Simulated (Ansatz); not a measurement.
Ansatz (an electronic-structure program) input (BHLYP/def2-TZVPD):

Ansatz 0.2 input:
```yaml
crystal:
  periodic: [false, false, false]
  atoms:
    - {symbol: Sc, position_ang: [-0.00000000, -0.00000000, -0.99845799]}
    - {symbol: Cl, position_ang: [0.00000000, 0.00000000, 1.23338929]}
basis:
  gaussian:
    orbitals: def2-TZVPD
hamiltonian:
  xc: {name: BHLYP}
total_charge: 1
magnetization: {spin_polarized: true, initial_magnetization: 1}
```

End of the output:

```
integrals: 0.03 GiB planned
928 factors; their error is unknown
mean field: 0.38 GiB planned
mean field evaluation 1: about -33209.6358 eV, gradient 3.3e1 eV
mean field evaluation 2: about -33140.5948 eV, gradient 1.3e2 eV
mean field evaluation 4: about -33215.9662 eV, gradient 4.4e0 eV
mean field evaluation 8: about -33216.1905 eV, gradient 1.8e-1 eV
mean field evaluation 16: about -33216.3577 eV, gradient 2.9e-3 eV
mean field evaluation 32: about -33216.7201 eV, gradient 1.3e0 eV
mean field -33216.78305652 eV, -1220.6942621827 hartree, gradient 1.7e-5 eV, S^2 0.751320; 2 other end points of the search recorded, 0 dependent functions left out
reference -33216.78319533 eV, -1220.6942672842 hartree; 19, 18 occupied and 75, 76 virtual orbitals, 928 factors
Total energy: -33216.78319533 eV, -1220.6942672842 hartree
```

This state (charge 1, doublet) is run at the relaxed geometry of the species with charge 0 and multiplicity 1.
